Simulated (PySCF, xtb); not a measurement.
C5H6O2, SMILES C([C@H](C)C(O)=O)#C. One conformer was computed; it need not be the lowest.

Harmonic wavenumbers (cm⁻¹) from GFN2-xTB (xtb) at its own minimum, in rising order: 38, 116, 167, 191, 229, 354, 390, 494, 592, 609, 661, 666, 721, 828, 924, 1033, 1096, 1099, 1139, 1194, 1246, 1281, 1403, 1481, 1487, 1801, 2289, 2935, 3043, 3049, 3056, 3398, 3443.

Question: What does PySCF with PBE-D3(BJ)/def2-SVP give at its own minimum? (An estimate is asked for; the answer gives what the named calculation found.)

Answer: 20, 140, 199, 222, 261, 407, 430, 537, 542, 627, 645, 651, 716, 799, 888, 996, 1075, 1083, 1152, 1221, 1253, 1337, 1344, 1408, 1417, 1809, 2167, 2942, 2997, 3096, 3099, 3409, 3624. Paired by order, the mean absolute difference is 39 cm⁻¹ and the zero-point energies are 60.7 and 60.8 kcal/mol.
